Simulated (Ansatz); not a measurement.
Geometry optimisation, RKS CAM-B3LYP-D4/def2-SVP (Ansatz 0.2.0).

The input (input.yaml):

```yaml
crystal:
  periodic: [false, false, false]
  atoms:
    - { symbol: Ga, position_ang: [0.043629, 0.659582, -0.190982] }
    - { symbol: H, position_ang: [0.077424, -0.221991, 2.43426] }
    - { symbol: O, position_ang: [1.473408, -0.397508, -0.29956] }
    - { symbol: H, position_ang: [1.364039, -1.236712, -0.759935] }
    - { symbol: O, position_ang: [-1.481858, 0.141885, -0.950921] }
    - { symbol: H, position_ang: [-1.485704, -0.705054, -1.410668] }
    - { symbol: P, position_ang: [0.101403, 2.619119, 0.991966] }
    - { symbol: H, position_ang: [1.518049, 2.572896, 1.13254] }
    - { symbol: H, position_ang: [0.130065, 3.459157, -0.161107] }
    - { symbol: H, position_ang: [-0.183855, 0.450725, 2.448706] }
basis:
  gaussian: { orbitals: def2-SVP }
hamiltonian:
  xc: cam_b3lyp
  dispersion: d4
relax:
  f_tol: 0.03
  max_steps: 50
```

Command:

```bash
$ ansatz run input.yaml --threads 4 --pin off --max-ram 5120MiB --backend cpu --events-out ev --progress --plain --runs-dir out
```

Q: Where does it end, and by what steps?

A: The forces met the threshold. The force dipped under the threshold on the way, but the program's further checks kept it going. After 31 steps the energy has fallen by 0.143 eV; H10 moved furthest, 1.87 Å.

| step | energy less start (eV) | largest force component (eV/Å) | accepted |
| --- | --- | --- | --- |
| 0 | 0.0000 | 1.609 | yes |
| 2 | -0.0924 | 0.327 | yes |
| 4 | -0.1055 | 0.157 | yes |
| 6 | -0.1213 | 0.243 | yes |
| 8 | -0.1329 | 0.078 | yes |
| 10 | -0.1350 | 0.228 | no |
| 12 | -0.1379 | 0.083 | yes |
| 14 | -0.1390 | 0.050 | yes |
| 16 | -0.1395 | 0.028 | yes |
| 18 | -0.1399 | 0.067 | yes |
| 20 | -0.1404 | 0.079 | yes |
| 22 | -0.1410 | 0.057 | yes |
| 24 | -0.1418 | 0.094 | yes |
| 26 | -0.1426 | 0.040 | yes |
| 28 | -0.1430 | 0.032 | yes |
| 30 | -0.1433 | 0.043 | yes |
| 31 | -0.1434 | 0.017 | yes |

```xyz
10
Properties=species:S:1:pos:R:3
Ga 0.047 0.996 -0.178
H 0.242 -1.048 2.446
O 1.179 -0.274 0.367
H 1.036 -1.171 0.045
O -1.324 0.552 -1.220
H -1.423 -0.376 -1.461
P 0.297 3.143 0.571
H 1.697 3.146 0.311
H -0.051 3.696 -0.695
H -0.143 -1.322 3.049
```

Whether the end is a true minimum wasn't checked by a vibrational analysis.

The run took 50 s on 4 threads of Arm Neoverse V2, on a shared host, peak memory 0.31 GiB.
